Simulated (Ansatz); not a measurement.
Z-matrix (Å, degrees):
```
Ti
F 1 1.7443
F 1 1.7443 2 109.47
F 1 1.7443 2 109.47 3 120.00
F 1 1.7443 2 109.47 4 120.00
```
Charge 0, multiplicity 1.

Level of theory: frozen-core CCSD(T)/def2-TZVPP // PBE-D3(BJ)/def2-SVP (Ansatz, a quantum-chemistry and plane-wave program).

```yaml
HF energy: -1246.62462 Ha
MP2 correlation energy: -1.43090 Ha
```

Question: Estimate the CCSD correlation energy, the (T) correction, the total energy and the T1 diagnostic.

Answer: 
```yaml
CCSD correlation energy: -1.41932 Ha
"(T) correction": -0.05985 Ha
CCSD(T) total energy: -1248.10378 Ha
T1 diagnostic: 0.024
```
